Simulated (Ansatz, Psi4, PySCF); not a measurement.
B₂F₃ (SMILES F[B]B(F)F), doublet, at a GFN2-xTB geometry. Base run: MP2/def2-SVPD run with PySCF.

Here is a job for PySCF.
```python
from pyscf import gto, scf, mp

mol = gto.M(
    atom='''
F     2.28800819   -0.25131237   -0.03783998
B     1.01482057   -0.12552342    0.08614484
B    -0.53657336    0.05826643    0.01378160
F    -1.15328058    1.24668203    0.14170634
F    -1.40042050   -0.95800468   -0.15938105
''',
    basis='def2-svpd',
    spin=1,
    verbose=4,
)

mf = scf.UHF(mol)
mf.kernel()

pt = mp.MP2(mf)
pt.kernel()
print('E(MP2) = %.10f' % pt.e_tot)
```

The same geometry, method and basis name were run in Ansatz (a program for electronic structure) and Psi4 and PySCF, at each program's defaults and at the settings that a row names. The base is PySCF at its defaults. Differences at the defaults can come from grids, fitting, cores and function types together.

```csv
code and settings,ΔE vs base (mEh),basis functions,E (Eh),SCF cycles
"PySCF, defaults (exact integrals, spherical functions, all electrons correlated)",0.000,109,-348.24452,13
"Psi4, defaults (density fitting with its default set, spherical functions, all electrons correlated)",0.215,109,-348.24431,14
"Ansatz, defaults (factorised integrals, spherical functions, frozen core)",13.720,109,-348.23080,-
"PySCF, frozen core",13.716,109,-348.23080,13
"Psi4, exact integrals, spherical functions, frozen core",13.716,109,-348.23080,14
"Ansatz, high accuracy, frozen core",13.716,109,-348.23080,-
```

Open shells are given as the SCF converged; they aren't shown to be the lowest states, and a large step between rows can be another state.
